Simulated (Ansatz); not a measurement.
Name a neutral molecule of C, Cl, S, Si and H with HOMO energy (B3LYP/def2-TZVPP) between -7.25 and -6.95 eV and size of the dipole moment (B3LYP/def2-TZVPP) between 1.55 and 1.85 D (Ansatz, PBE0-D4/def2-TZVP geometry).

`C[SiH](S)[SiH2]Cl` (-7.05 eV, 1.70 D); `CCS[SiH2]Cl` (-7.04 eV, 1.70 D). Other molecules can fit too; these were computed, each in one conformer that needn't be the lowest.

B3LYP here is the variant with VWN-RPA as its local correlation; programs differ in this.
